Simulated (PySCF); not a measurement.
Compound: C₃H₉ClOSi₂.
SMILES: `ClC[Si@@H]1CC[SiH2]O1`

The closed-shell SCF was solved with PySCF and density fitting under several settings on one GFN2-xTB geometry (grid level 2 and gas phase unless stated).

```csv
settings,basis functions,SCF cycles,E (Eh),HOMO (eV),LUMO (eV),dipole (D)
"mPW1PW91/def2-SVPD, energy threshold 1e-08 Eh, fitting basis def2-universal-jkfit",230,10,-1233.7822,-8.00,-0.04,1.96
"PBE0/3-21G, level shift 0.3 Eh",93,12,-1227.2527,-7.75,0.65,2.55
```

Question: Estimate the rows for these settings: (1) PBE0/pcSseg-1, start guess sap; (2) BHandHLYP/def2-SVPD, level shift 0.2 Eh.

Answer: 
| settings | basis functions | SCF cycles | E (Eh) | HOMO (eV) | LUMO (eV) | dipole (D) |
| --- | --- | --- | --- | --- | --- | --- |
| PBE0/pcSseg-1, start guess sap | 185 | 18 | -1233.5505 | -7.95 | 0.19 | 2.11 |
| BHandHLYP/def2-SVPD, level shift 0.2 Eh | 230 | 11 | -1233.6729 | -9.19 | 0.74 | 2.02 |

Question: Over all rows, what range does the HOMO–LUMO gap span?

Answer: From 7.96 eV (mPW1PW91/def2-SVPD, energy threshold 1e-08 Eh, fitting basis def2-universal-jkfit) to 9.93 eV (BHandHLYP/def2-SVPD, level shift 0.2 Eh). The functional of the narrowest has 25 % exact exchange, that of the widest 50 % exact exchange.

Question: And the dipole moment?

Answer: From 1.96 D (mPW1PW91/def2-SVPD, energy threshold 1e-08 Eh, fitting basis def2-universal-jkfit) to 2.55 D (PBE0/3-21G, level shift 0.3 Eh); the largest is 1.30 times the smallest, and the median is 2.06 D.

Question: Compare two rows with the functional PBE0: PBE0/3-21G, level shift 0.3 Eh and PBE0/pcSseg-1, start guess sap. Which energy is lower, and by how much?

Answer: PBE0/pcSseg-1, start guess sap (185 functions) lies 6.2978 Eh or 3952 kcal/mol below PBE0/3-21G, level shift 0.3 Eh (93 functions).

One conformer stands for the species.
